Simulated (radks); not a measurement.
Spherical quantum dot in the effective-mass picture: electrons in a hard-walled sphere of radius 3.57, with a point charge +2 (a donor) at the centre, all in effective atomic units (hartree* = m*/eps^2 hartree, bohr* = eps/m* bohr), one dielectric constant everywhere. Calculated with a radial shooting solver with Libxc functionals: non-relativistic Kohn-Sham, r2SCAN, spin-polarised, spherical densities, generalised Kohn-Sham scheme. Levels are named by radial order and angular momentum (1s, 1p, 1d, 2s, ...), and open shells are averaged over m.

N = 18, configuration 1s2 1p6 1d(up 5, down 3) 2s2. This is the lowest configuration that the search found. Occupied and some empty levels:

level    occupation  eigenvalue (hartree*)  <r> (bohr*)
1s up             1                 5.9490        1.842
1s down           1                 5.9709        1.790
1p up             3                 6.2993        2.410
1p down           3                 6.3374        2.404
2s up             1                 6.5790        1.460
2s down           1                 6.5953        1.506
1d up             5                 6.7014        2.520
1d down           3                 6.7441        2.517
1f up             0                 7.2346        2.600
1f down           0                 7.2819        2.599
1g up             0                 7.8907        2.665
1g down           0                 7.9430        2.665
2p up             0                 8.0427        1.783
2p down           0                 8.0632        1.776

Energy (hartree*): total 56.2318, kinetic 22.064, external -20.996, Hartree 63.335, exchange-correlation -8.1719.
